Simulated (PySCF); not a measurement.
BrGeO, multiplicity 2. Atoms are numbered in the order given.

```xyz
3

Ge     0.3380    -0.9581     0.0000
O     -0.9170    -2.0499     0.0000
Br    -0.0994     1.3445     0.0000
```
Charge 0, spin multiplicity 2.

Geometry: TPSSh-D3(BJ)/def2-TZVP.

The numbers are results of PBE0/def2-TZVPD run with PySCF, not measurements.

Mulliken values depend strongly on the basis, most of all with diffuse functions as here. ESP charges are fitted to the potential on shells at 1.4 to 2.0 van der Waals radii. Atomic charges (e):

| atom | meta-Löwdin | ESP fit | Mulliken | Mulliken spin |
|---|---|---|---|---|
| Ge1 | 0.78 | 0.46 | 0.62 | 0.35 |
| O2 | -0.59 | -0.38 | -0.38 | 0.44 |
| Br3 | -0.19 | -0.08 | -0.24 | 0.21 |
